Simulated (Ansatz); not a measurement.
formic acid (CH$_{2}$O$_{2}$), singlet, geometry from GFN2-xTB, atoms displaced at random by about 0.05 Å a coordinate. Base run: HF/cc-pVDZ run with Ansatz (a first-principles code).

Here is a job for Ansatz.
Ansatz 0.2 input:
```yaml
crystal:
  periodic: [false, false, false]
  atoms:
    - {symbol: O, position_ang: [-0.99137293, -0.41510927, -0.01014316]}
    - {symbol: C, position_ang: [-0.01963911, 0.48345889, 0.05321559]}
    - {symbol: O, position_ang: [1.13511345, 0.11484008, 0.00332726]}
    - {symbol: H, position_ang: [-0.65911069, -1.43747089, 0.07741584]}
    - {symbol: H, position_ang: [-0.33867637, 1.54200555, -0.10454970]}
basis:
  gaussian:
    orbitals: cc-pVDZ
hamiltonian:
  xc: hf
relax: {}
```

Each row names what was changed in the base input (with any setting that the change needs).

```
change                          ΔE vs base (kJ/mol)  optimiser steps
------------------------------  -------------------  ---------------
base                                           0.00                9
relax = max_displacement: 0.5                  0.00               10
relax = f_tol: 0.1                             0.01                7
relax = f_tol: 0.002                           0.00               11
relax = max_displacement: 0.02                 0.00               11
relax = f_tol: 0.0005                          0.00               12
relax = f_tol: 0.05                            0.00                8
```
